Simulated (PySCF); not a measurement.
Electronic structure of N(2+) (nitrogen, charge +2) at the BP86 level

Configuration: [He] 2s2 2p1, 2P determinant. Computed with PySCF 2.14 in jorge-DZP-DKH, with the spin-free X2C one-electron Hamiltonian (Gaussian nucleus).

* Total energy: -52.9701 hartree
* One-electron energy: -65.4795 hartree
* Hartree (Coulomb) energy: 18.3477 hartree
* Exchange-correlation energy: -5.8384 hartree
* ⟨S²⟩: 0.7512
* ⟨L²⟩: 2.004
* Sum of ⟨r⟩: 3.949 bohr
* Sum of ⟨r²⟩: 5.025 bohr²
* Traceless quadrupole moment −½Σ⟨3z² − r²⟩ along its main axis: -0.604 e·bohr²
* Langevin diamagnetic susceptibility: -3.98 ×10⁻⁶ cm³/mol
* Time after the integrals: 0.11 s of wall time on 1 thread of Neoverse-N1 (shared host)

```csv
shell,electrons,mean orbital energy (eV),"rms radius, mean of both spins (bohr)"
1s α,1,-424.79,0.266
1s β,1,-424.18,0.266
2s α,1,-49.942,1.29
2s β,1,-48.068,1.29
2p α,1,-38.919,1.25
```
